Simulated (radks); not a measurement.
Spherical jellium clusters: N electrons in a uniform positive sphere of charge N and radius rs N^(1/3), rs = 5.08 bohr. Calculated with a radial shooting solver with Libxc functionals: non-relativistic Kohn-Sham, PBE, spin-polarised, spherical densities. Levels are named by radial order and angular momentum (1s, 1p, 1d, 2s, ...), and open shells are averaged over m. Each electron was tried in the lowest free levels, single moves between levels near the top were tried too, and the lowest total energy was kept; such a search can miss a lower state. The series stops at N = 8: beyond it a trial failed or the search could not be trusted, so later rows were left out. Energies include the self-energy of the background; IP and EA are vertical (highest electron removed, lowest free level filled), at fixed background; spill-out counts the electrons outside the background radius R, and alpha is the static dipole polarisability from linear response (closed shells only). A dash means not computed or, for alpha, an open shell; in EA it means that no bound solution was reached, which is typical of self-interaction and does not show that the anion is unstable. Real open-shell clusters deform, which this model forbids.

N,open shells,2S,E(N+1) + E(N-1) - 2E(N) (eV),IP (eV),EA (eV),-e(HOMO) (eV),spill-out (e)
1,"1s(up 1, down 0)",1,-,-,-,2.637,0.28
2,none,0,0.626,4.305,-,2.645,0.43
3,"1p(up 1, down 0)",1,-0.509,3.382,-,1.984,0.67
4,"1p(up 2, down 0)",2,-0.304,3.770,-,2.355,0.81
5,"1p(up 3, down 0)",3,0.413,3.952,-,2.578,0.90
6,"1p(up 3, down 1)",2,-0.339,3.438,-,2.259,1.02
7,"1p(up 3, down 2)",1,-0.207,3.712,1.359,2.509,1.12
8,none,0,-,3.859,-,2.671,1.20

All shells are closed at N = 2, 8 (there: 1s2 1p6); the second difference of the energy has clear peaks (12 % above both neighbours; the first and last values, which can be the largest, are not judged, and half-filled shells can peak too) at N = 5.
